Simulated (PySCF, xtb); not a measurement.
W(NH)(S)(NH2)2 (H5N3SW), SMILES [NH]=[W]([NH2])([NH2])=[S], multiplicity 1. The values are those of a single conformer.

Harmonic wavenumbers (cm⁻¹) from GFN2-xTB in xtb 6.7.1 at its own minimum, in rising order: 150, 152, 162, 169, 190, 249, 287, 457, 461, 474, 486, 494, 506, 511, 533, 596, 907, 1464, 1467, 3244, 3253, 3292, 3297, 3312.

**Question.** What does PBE-D3(BJ)/def2-SVP (PySCF 2.14.0) give at its own minimum? (Estimate from the structure and the level; the computed values follow.)

**Answer.** 164, 174, 203, 203, 224, 309, 373, 384, 426, 508, 546, 585, 630, 645, 683, 688, 957, 1454, 1456, 3477, 3480, 3506, 3582, 3582. Paired by order, the mean absolute difference is 99 cm⁻¹ and the zero-point energies are 37.3 and 40.4 kcal/mol.
